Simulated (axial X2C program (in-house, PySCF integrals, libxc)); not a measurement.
## Excited states of K₂ by EOM-EE-CCSD

Calculated with an axial X2C code built on PySCF integrals: two-component X2C with atomic mean-field Coulomb and Gaunt terms, Gaussian nuclei, basis K dyall-acv3z with contracted cores.

R = 3.993 Å (near the PBE0 minimum at charge 0 of the determinant lowest at the starting distance; the state shown can have its own minimum elsewhere).

Hartree–Fock spinors of K₂ (one of each Kramers pair; a window near the gap, which can cut inner shells):

```
  ω  occupied  ε (eV)         character
1/2       yes  -25.86          100% K p
1/2       yes  -25.60          100% K p
3/2       yes  -25.58          100% K p
3/2       yes  -25.57          100% K p
1/2       yes  -25.55          100% K p
1/2       yes   -3.59  84% K s, 14% K p
1/2        no   -0.06  79% K p, 19% K s
1/2        no    0.14  67% K s, 32% K p
1/2        no    0.16          100% K p
3/2        no    0.16          100% K p
1/2        no    0.17  86% K p, 12% K s
3/2        no    0.25   95% K p, 5% K d
```

Vertical excitation energies from the closed-shell determinant state of K₂:

```tsv
Ω	excitation (eV)	cm⁻¹	hole of the leading pair	particle of the leading pair	weight of the pair (for Ω = 0 its time-reversed partner can hold as much again)	singles weight
0⁻	0.679	5476	84% K sσ, 14% K pσ	46% K pσ, 44% K sσ	0.49	0.97
1	0.679	5476	84% K sσ, 14% K pσ	46% K pσ, 44% K sσ	0.97	0.97
0⁺	1.198	9662	84% K sσ, 14% K pσ	88% K pπ	0.48	0.96
0⁻	1.198	9662	84% K sσ, 14% K pσ	88% K pπ	0.48	0.96
1	1.201	9683	84% K sσ, 14% K pσ	88% K pπ	0.48	0.96
2	1.203	9704	84% K sσ, 14% K pσ	88% K pπ	0.96	0.96
0⁺	1.464	11811	84% K sσ, 14% K pσ	66% K pσ, 30% K sσ	0.43	0.86
1	1.795	14477	84% K sσ, 14% K pσ	72% K pσ, 22% K sσ	0.96	0.96
0⁻	1.795	14477	84% K sσ, 14% K pσ	72% K pσ, 22% K sσ	0.48	0.96
```

This point took 67 s on 1 thread of Arm Neoverse V2 (shared host).

Reference electrons by ω block (each with its −ω partner): 1/2: 15, 3/2: 4. 18 electrons of K₂ correlated (inner shells frozen), 84 natural virtual spinors (a truncated set); levels can be off by some tenths of an eV. Roots sought by Ω: (0: 5, 1: 4, 2: 3, 3: 1); the list ends where they run out and leaves out roots under 60 % singles weight. The solver can skip a root, and states that need a further excitation, which the method places far too high, are missing though they may lie low or lowest. T1 of the reference 0.010 (Lee–Taylor). Number of frozen shells: K 2 s, 1 p. g and u states are not told apart.
